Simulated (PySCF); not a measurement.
FGeH2 (charge -1).
Geometry (PBE0-D3(BJ)/def2-SVP, Å), atoms numbered from 1 in this order:
```xyz
4
FGeH2 angstrom
F      1.576   -0.030   -0.176
Ge    -0.055    0.003    0.665
H     -0.778   -1.142   -0.256
H     -0.732    1.174   -0.256
```

Jobs on this species (4 atoms, 44 electrons) with PySCF (density fitting). Hardware of each: an x86-64 server with one thread, no GPU, on a shared host. The host was shared with other jobs, so the times are rough.

```
                                                             level and settings                                                                           work  basis functions  SCF cycles  wall time
delta-SCF UKS SCAN, pcX-2 on the ionised atom, pcseg-1 elsewhere, spin-free X2C                                                   ΔSCF core ionisation, 1 hole               82           ?          ?
                                                                   PBE/pcSseg-2                                                                     shieldings              127           ?          ?
                                                                  PBE0/pcSseg-1                                        shieldings, charges and field gradients               68           ?          ?
                                                                    B3LYP/pcJ-1                                    spin–spin couplings from 3 perturbed nuclei               88          11      3.1 s
                                             PBE0-D3(BJ)/def2-SVP, grid level 1                                    geometry optimisation from a GFN2-xTB start               56          45      6.4 s
                                                            CAM-B3LYP/def2-SVPD  10 singlets by full TDDFT, 4 Tamm–Dancoff triplets, polarisability, ΔSCF ions               77          12      5.3 s
```

Task: Fill in the missing figures.

Result: 
- delta-SCF UKS SCAN, pcX-2 on the ionised atom, pcseg-1 elsewhere, spin-free X2C; ΔSCF core ionisation, 1 hole: 1.3 s, 16 SCF cycles
- PBE/pcSseg-2; shieldings: 6.9 s, 13 SCF cycles
- PBE0/pcSseg-1; shieldings, charges and field gradients: 3.0 s, 11 SCF cycles

Task: What do all jobs in the table cost together?

Result: About 26 s; the longest takes about 27 % of that, and about 5.3 times as long as the shortest.
